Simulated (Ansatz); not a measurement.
BH5Si (SMILES B[SiH3]) moved off its minimum; all values from Ansatz (a first-principles code), cores frozen in correlated methods.
(charge 0, multiplicity 1)
```xyz
7

B     -0.7739    -1.2262     0.1394
H     -0.3240    -2.1879     0.7951
H     -1.8167    -1.3083    -0.2878
Si     0.3394     0.4117    -0.0914
H     -0.1156     1.3107     1.0812
H     -0.0428     1.2832    -1.2289
H      1.7834     0.2197    -0.0139
```

```tsv
level	largest force (eV/Å)	on atom	rms difference from CCSD(T)/cc-pV(T+d)Z (eV/Å)	dipole (D)
HF/def2-TZVPP	2.57	B1	0.139	0.71
PBE/def2-TZVPP	2.49	B1	0.175	0.38
r2SCAN/def2-TZVPP	2.48	B1	0.094	0.44
B3LYP/def2-TZVPP	2.45	B1	0.053	0.50
wB97M-V/def2-TZVPP	2.46	B1	0.066	0.55
MP2/cc-pV(T+d)Z	2.53	B1	0.066	0.59
CCSD(T)/cc-pV(T+d)Z	2.49	B1	0.000	0.55
```

The differences count from one level among others, with limits of its own. Forces at CCSD(T)/cc-pV(T+d)Z (eV/Å):

```
atom      Fx      Fy      Fz
----  ------  ------  ------
B1     2.007  -1.017   1.063
H2    -0.470   0.844  -0.533
H3    -1.639  -0.136  -0.576
Si4   -0.829   1.144   0.706
H5     0.360  -0.585  -0.381
H6     0.163  -0.203  -0.249
H7     0.406  -0.048  -0.030
```
